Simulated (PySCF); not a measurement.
C$_{2}$F$_{4}$, charge -1, doublet, geometry from GFN2-xTB (a state made from the parent by changing its charge; the spin is typed, not shown lowest) (in this run its highest filled SCF level lies above zero, so its values depend strongly on the basis, on diffuse functions most of all); R2SCAN/3-21G (PySCF).

The PySCF input:
```python
from pyscf import gto, scf, dft

mol = gto.Mole()
mol.atom = '''
    F    -1.40208683   -0.30199118    1.13699616
    C    -0.67438902   -0.33860083   -0.04056124
    F    -1.47330388    0.40107555   -0.99534071
    C     0.69883674   -0.27984565    0.06640714
    F     1.42526080   -0.28423375   -1.11249685
    F     1.43383143    0.59744702    0.95361079
'''
mol.basis = '3-21g'
mol.charge = -1
mol.spin = 1
mol.verbose = 4
mol.build()

mf = dft.UKS(mol)
mf.xc = 'r2scan'
mf.grids.level = 2
mf.kernel()
```

What the program printed (banner, timings and long lists left out):

```
PySCF version 2.14.0

[INPUT] verbose = 4
[INPUT] num. atoms = 6
[INPUT] num. electrons = 49
[INPUT] charge = -1
[INPUT] spin (= nelec alpha-beta = 2S) = 1
[INPUT] symmetry False subgroup None
[INPUT] Mole.unit = angstrom
[INPUT] Symbol           X                Y                Z      unit          X                Y                Z       unit  Magmom
[INPUT]  1 F     -1.402086830000  -0.301991180000   1.136996160000 AA   -2.649560111560  -0.570680622234   2.148611347082 Bohr   0.0
[INPUT]  2 C     -0.674389020000  -0.338600830000  -0.040561240000 AA   -1.274410549214  -0.639862834250  -0.076649634873 Bohr   0.0
[INPUT]  3 F     -1.473303880000   0.401075550000  -0.995340710000 AA   -2.784140831459   0.757922944759  -1.880921342530 Bohr   0.0
[INPUT]  4 C      0.698836740000  -0.279845650000   0.066407140000 AA    1.320610044384  -0.528831635651   0.125491307316 Bohr   0.0
[INPUT]  5 F      1.425260800000  -0.284233750000  -1.112496850000 AA    2.693352568078  -0.537123942858  -2.102314360941 Bohr   0.0
[INPUT]  6 F      1.433831430000   0.597447020000   0.953610790000 AA    2.709548711493   1.129011241738   1.802063222530 Bohr   0.0

nuclear repulsion = 232.558618868861
number of shells = 30
number of NR pGTOs = 90
number of NR cGTOs = 54
basis = 3-21g
ecp = {}

******** <class 'pyscf.dft.uks.UKS'> ********
method = UKS
initial guess = minao
damping factor = 0
level_shift factor = 0
DIIS = <class 'pyscf.scf.diis.CDIIS'>
diis_start_cycle = 1
diis_space = 8
diis_damp = 0
SCF conv_tol = 1e-09
SCF conv_tol_grad = None
SCF max_cycles = 50
direct_scf = True
direct_scf_tol = 1e-13
number electrons alpha = 25  beta = 24
XC library pyscf.dft.libxc version 7.1.2
    S. Lehtola, C. Steigemann, M. J. T. Oliveira, and M. A. L. Marques,  SoftwareX 7, 1–5 (2018)
XC functionals = r2scan
    J. W. Furness, A. D. Kaplan, J. Ning, J. P. Perdew, and J. Sun,  J. Phys. Chem. Lett. 11, 8208–8215 (2020)
    J. W. Furness, A. D. Kaplan, J. Ning, J. P. Perdew, and J. Sun,  J. Phys. Chem. Lett. 11, 9248–9248 (2020)
    J. W. Furness, A. D. Kaplan, J. Ning, J. P. Perdew, and J. Sun,  J. Phys. Chem. Lett. 11, 8208–8215 (2020)
    J. W. Furness, A. D. Kaplan, J. Ning, J. P. Perdew, and J. Sun,  J. Phys. Chem. Lett. 11, 9248–9248 (2020)
radial grids:
    Treutler-Ahlrichs [JCP 102, 346 (1995); DOI:10.1063/1.469408] (M4) radial grids

becke partition: Becke, JCP 88, 2547 (1988); DOI:10.1063/1.454033
pruning grids: <function nwchem_prune>
grids dens level: 2
symmetrized grids: False
atomic radii adjust function: <function treutler_atomic_radii_adjust>
small_rho_cutoff = 0
Set gradient conv threshold to 3.16228e-05
tot grids = 68832
init E= -473.016076391759

cycle= 1 E= -472.554339147929  delta_E= 0.462  |g|= 0.615  |ddm|= 2.01
cycle= 2 E= -472.286674936051  delta_E= 0.268  |g|= 1.08  |ddm|= 1.52
cycle= 3 E= -472.665493760082  delta_E= -0.379  |g|= 0.0865  |ddm|= 1.07
cycle= 4 E= -472.668500642317  delta_E= -0.00301  |g|= 0.0365  |ddm|= 0.108
cycle= 5 E= -472.668851602521  delta_E= -0.000351  |g|= 0.0118  |ddm|= 0.0347
cycle= 6 E= -472.668908643426  delta_E= -5.7e-05  |g|= 0.000947  |ddm|= 0.0117
cycle= 7 E= -472.668909437591  delta_E= -7.94e-07  |g|= 0.000288  |ddm|= 0.00221
cycle= 8 E= -472.668909482446  delta_E= -4.49e-08  |g|= 3.35e-05  |ddm|= 0.000518
cycle= 9 E= -472.668909482182  delta_E= 2.64e-10  |g|= 4.61e-05  |ddm|= 0.000115
cycle= 10 E= -472.668909483425  delta_E= -1.24e-09  |g|= 9.69e-06  |ddm|= 7.99e-05
cycle= 11 E= -472.668909483489  delta_E= -6.42e-11  |g|= 2.59e-06  |ddm|= 1.95e-05
Extra cycle  E= -472.668909483487  delta_E= 2.27e-12  |g|= 3.82e-06  |ddm|= 6.43e-06
converged SCF energy = -472.668909483487  <S^2> = 0.75863801  2S+1 = 2.0086194
```
